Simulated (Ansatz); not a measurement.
Mulliken charges of Cl2GeH2S2, SMILES `[SH][Ge]([SH])([Cl])[Cl]` from ωB97M-V/def2-TZVPP in Ansatz (PBE0-D4/def2-TZVP geometry).

| atom | x (Å) | y (Å) | z (Å) | charge (e) |
| --- | --- | --- | --- | --- |
| S1 | -1.600 | 0.514 | 1.293 | -0.218 |
| Ge2 | 0.012 | 0.016 | -0.110 | 0.629 |
| S3 | 1.530 | -1.105 | 1.011 | -0.218 |
| Cl4 | -0.648 | -1.169 | -1.770 | -0.236 |
| Cl5 | 0.768 | 1.824 | -0.978 | -0.236 |
| H6 | -1.950 | 1.609 | 0.596 | 0.139 |
| H7 | 1.948 | -1.756 | -0.088 | 0.139 |

Task: By hand: the dipole of these point charges (1 e Å = 4.8032 D).

Result: Σ q r = (-0.006, -0.036, 0.148) e Å, of length 0.152 e Å = 0.73 D.

Task: How does the dipole of the full density compare? (Estimate.)

Result: Computed: (-0.003, -0.018, 0.073) e Å, 0.36 D; the point charges give 2.03 times that, at 0° from its direction.

Point charges leave out the atoms' own dipoles, such as those of lone pairs, and Mulliken's split depends on the basis, so the two needn't agree.
